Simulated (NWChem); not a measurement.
System: RbCl; SMILES [Cl][Rb]

Parts of the log:

```
             Northwest Computational Chemistry Package (NWChem) 7.3.0
             --------------------------------------------------------

 ORDER OF PRIMARY AXIS IS BEING SET TO 4
 C4V symmetry detected

                             Geometry "geometry" -> ""
                             -------------------------

 Output coordinates in angstroms (scale by  1.889725989 to convert to a.u.)

  No.       Tag          Charge          X              Y              Z
 ---- ---------------- ---------- -------------- -------------- --------------
    1 Rb                  37.0000     0.00000000     0.00000000    -0.85720004
    2 Cl                  17.0000     0.00000000     0.00000000     1.86567067

 Effective nuclear repulsion energy (a.u.)     122.2432222091

      Symmetry information
      --------------------

 Group name             C4v
 Group number             18
 Group order               8
 No. of unique centers     2

                                Z-matrix (autoz)
                                --------

 Units are Angstrom for bonds and degrees for angles

      Type          Name      I     J     K     L     M      Value
      ----------- --------  ----- ----- ----- ----- ----- ----------
    1 Stretch                  1     2                       2.72287

                           NWChem Geometry Optimization
                           ----------------------------

 maximum gradient threshold         (gmax) =   0.000450
 rms gradient threshold             (grms) =   0.000300
 maximum cartesian step threshold   (xmax) =   0.001800
 rms cartesian step threshold       (xrms) =   0.001200
 fixed trust radius                (trust) =   0.300000
 source of zmatrix                         =   autoz

          -------------------
          Energy Minimization
          -------------------

 Using diagonal initial Hessian
 Scaling for Hessian diagonals: bonds = 1.00  angles = 0.25  torsions = 0.10

          --------
          Step   0

                                 NWChem DFT Module
                                 -----------------

[...]

      ----------------------
      Optimization converged
      ----------------------

  Step       Energy      Delta E   Gmax     Grms     Xrms     Xmax
  ---- ---------------- -------- -------- -------- -------- --------
@    4    -484.07115329 -2.0D-08  0.00000  0.00000  0.00018  0.00031
                                     ok       ok       ok       ok

                                Z-matrix (autoz)
                                --------

 Units are Angstrom for bonds and degrees for angles

      Type          Name      I     J     K     L     M      Value     Gradient
      ----------- --------  ----- ----- ----- ----- ----- ---------- ----------
    1 Stretch                  1     2                       2.81458   -0.00000

                         Geometry "geometry" -> "geometry"
                         ---------------------------------

 Output coordinates in angstroms (scale by  1.889725989 to convert to a.u.)

  No.       Tag          Charge          X              Y              Z
 ---- ---------------- ---------- -------------- -------------- --------------
    1 Rb                  37.0000     0.00000000     0.00000000    -0.90305478
    2 Cl                  17.0000     0.00000000     0.00000000     1.91152541

 Effective nuclear repulsion energy (a.u.)     118.2600839290

      Symmetry information
      --------------------

 Group name             C4v
 Group number             18
 Group order               8
 No. of unique centers     2

                Final and change from initial internal coordinates
                --------------------------------------------------

                                Z-matrix (autoz)
                                --------

 Units are Angstrom for bonds and degrees for angles

[...]

 Rotational Constants
 --------------------
 A=   0.000000 cm-1  (  0.000000 K)
 B=   0.085916 cm-1  (  0.123611 K)
 C=   0.085916 cm-1  (  0.123611 K)

 Temperature                      =   298.15K
 frequency scaling parameter      =   1.0000

 Linear Molecule

 Zero-Point correction to Energy  =    0.349 kcal/mol  (  0.000556 au)
 Thermal correction to Energy     =    2.140 kcal/mol  (  0.003410 au)
 Thermal correction to Enthalpy   =    2.732 kcal/mol  (  0.004354 au)

 Total Entropy                    =   59.467 cal/mol-K
   - Translational                =   40.240 cal/mol-K (mol. weight = 119.8805)
   - Rotational                   =   17.456 cal/mol-K (symmetry #  =        1)
   - Vibrational                  =    1.770 cal/mol-K

 Cv (constant volume heat capacity) =    6.737 cal/mol-K
   - Translational                  =    2.979 cal/mol-K
   - Rotational                     =    1.986 cal/mol-K
   - Vibrational                    =    1.771 cal/mol-K

[normal modes left out]

 ----------------------------------------------------------------------------
 Normal Eigenvalue ||           Projected Infra Red Intensities
  Mode   [cm**-1]  || [atomic units] [(debye/angs)**2] [(KM/mol)] [arbitrary]
 ------ ---------- || -------------- ----------------- ---------- -----------
    1       -0.000 ||    0.000000           0.000         0.000       0.000
    2        0.000 ||    0.006893           0.159         6.719       5.094
    3        0.000 ||    0.006893           0.159         6.719       5.094
    4        0.000 ||    0.016737           0.386        16.316      12.370
    5        0.000 ||    0.016737           0.386        16.316      12.370
    6      244.323 ||    0.033923           0.783        33.070      25.072
 ----------------------------------------------------------------------------
```

Level: PBE0/def2-SVP with def2 effective core potentials on Rb. def2 effective core potentials on Rb; no spin-orbit coupling.

### Question
Write an input that gives this output.

### Answer
One answer among several that fit: the input that was run:
```
start job
memory heap 200 mb stack 900 mb global 1100 mb
geometry units angstroms
  Rb    -0.476983    -0.445893    -0.459334
  Cl     1.149879     1.074930     1.107332
end
basis spherical
  * library def2-svp
end
ecp
  Rb library def2-ecp
end
dft
  xc pbe0
  iterations 150
end
driver
  maxiter 120
end
task dft optimize
dft
  grid fine
  convergence energy 1d-8 density 1d-7
end
task dft freq numerical
```
